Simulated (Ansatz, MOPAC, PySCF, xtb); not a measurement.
Complex: N-methylmethanimine (SMILES C=NC) (first 8 atoms) with HF (SMILES F); geometry from B3LYP-D3(BJ)/def2-TZVP.
(charge 0, multiplicity 1):
```
atom    x (Å)    y (Å)    z (Å)
----  -------  -------  -------
C     -0.8712   0.9822   0.0853
N     -0.1188   0.1396   0.6432
C      0.5642  -0.8625  -0.1502
H     -1.3765   1.7274   0.6935
H     -1.0415   0.9987  -0.9953
H      0.3436  -0.7810  -1.2197
H      1.6390  -0.7636   0.0099
H      0.2740  -1.8513   0.2085
F      0.2233   0.1814   3.2276
H      0.1023   0.1588   2.2706
```

Monomers are frozen at their geometry in the pair; levels with a basis set take the counterpoise correction. Rows marked so take none.

Correlated levels freeze the cores. Rows in 6-31G* carry no dispersion term and start afresh at each structure (6-31G* with six Cartesian d functions). MP2/6-31G* freezes PySCF's default core. The state that PM7 reach isn't checked; PM7 holds dispersion and hydrogen-bond terms.

Run with Ansatz (Gaussian basis) for Hartree–Fock, density functionals and correlated methods; MOPAC for PM7 (differences of heats of formation); PySCF for 6-31G* rows, the dispersion terms; xtb for the GFN methods. 

| level | interaction energy (kcal/mol) |
|---|---|
| PM7 | -2.21 |
| GFN2-xTB | -12.97 |
| SVWN5/def2-TZVPPD | -19.69 |
| BP86/6-31G* (no counterpoise) | -13.03 |
| B3LYP/6-31G* (no counterpoise) | -13.42 |
| CAM-B3LYP/def2-TZVPPD | -14.94 |
| B2PLYP-D3(BJ)/def2-TZVPPD | ___ |
| MP2/6-31G* | ___ |
| MP2/6-31G* (no counterpoise) | -13.22 |

Q: Complete the blanks.

A: 
- B2PLYP-D3(BJ)/def2-TZVPPD, interaction energy (kcal/mol): -14.37
- MP2/6-31G*, interaction energy (kcal/mol): -10.20

Ansatz is a first-principles code.
